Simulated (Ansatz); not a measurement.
```yaml
crystal:
  periodic: [false, false, false]
  atoms:
    - {symbol: C, position_ang: [-1.642802, 0.556369, -0.314600]}
    - {symbol: Al, position_ang: [0.271921, 0.173343, -0.978666]}
    - {symbol: B, position_ang: [1.843412, -0.649586, 0.455307]}
    - {symbol: O, position_ang: [1.540930, -0.925701, 1.820390]}
    - {symbol: H, position_ang: [-2.403839, -0.070658, -0.908390]}
    - {symbol: H, position_ang: [-1.822185, 0.346774, 0.800067]}
    - {symbol: H, position_ang: [-1.921805, 1.656151, -0.506964]}
    - {symbol: H, position_ang: [0.591155, 0.491718, -2.592867]}
    - {symbol: H, position_ang: [3.043918, -0.907469, 0.150833]}
    - {symbol: H, position_ang: [0.586445, -0.724806, 2.077829]}
basis:
  gaussian: {orbitals: cc-pVDZ, point_charges: [{charge: 2.00, position_ang: [6.872, -0.661, -0.868]}]}
total_charge: 4
hamiltonian: {xc: {name: HF}}
correlation: {method: mp2}
```

```sh
$ ansatz run in.yaml --threads 2 --pin off --events-out ev --progress --plain --max-ram 4352MiB
```

It prints (some lines left out):

```
Functional definition: HF
831 factors; integrals over basis functions are off by at most 1.2e-3 eV
mean field evaluation 1: about -10296.0604 eV, gradient 1.1e2 eV
mean field evaluation 2: about -10296.2101 eV, gradient 1.1e2 eV
mean field evaluation 4: about -10312.6179 eV, gradient 6.2e1 eV
mean field evaluation 8: about -10326.0809 eV, gradient 2.0e0 eV
mean field evaluation 16: about -10326.1581 eV, gradient 1.2e-6 eV
mean field -10326.15812251 eV, -379.4793116810 hartree, gradient 2.3e-6 eV, S^2 0.000000; 2 other end points of the search recorded, 0 dependent functions left out; unrestricted orbitals would lower it
unrestricted determinant -10329.16589305 eV, -379.5898452094 hartree, S^2 1.6532
8 core orbitals not correlated: weight in the atoms' cores, before any rotation towards them, 1.000 or more for the frozen orbitals, at most 0.000 for the correlated occupied ones
reference -10326.15812251 eV, -379.4793116810 hartree; 9, 9 occupied and 73, 73 virtual orbitals, 831 factors
second order -12.92347976 eV of doubles, -0.00000000 eV of singles
Total energy: -10339.08160228 eV, -379.9542408024 hartree
```

(1) Something in this input is off. What?

Results:

(1) The charge is far from anything that the molecule holds. The run converged. The result belongs to that input, not to the molecule as meant.
